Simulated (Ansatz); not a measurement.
Two spin states of SF-, each at its own minimum; 2S+1 = 1, 3, 5 were tried, and our sources give no spin for the ground state.

Each state is the lowest solution found for its spin in def2 and cc sets. The singlet is a restricted closed-shell determinant, which can mix singlet states where a π or δ shell is part-filled.

Correlated levels freeze the cores.

The values were computed with Ansatz (a quantum-chemistry and plane-wave program) with Gaussian orbitals. 

Q: Estimate the energy of the multiplicity-3 state above the multiplicity-1 state that PBE0/def2-TZVPP returns for this input.

A: 29.9 kcal/mol

Q: Estimate the energy of the multiplicity-3 state above the multiplicity-1 state that wB97X-V/def2-TZVPP returns for this input.

A: 34.0 kcal/mol

Q: What is the computed energy of the multiplicity-3 state above the multiplicity-1 state (CCSD(T)/def2-TZVPP)?

A: 33.6 kcal/mol
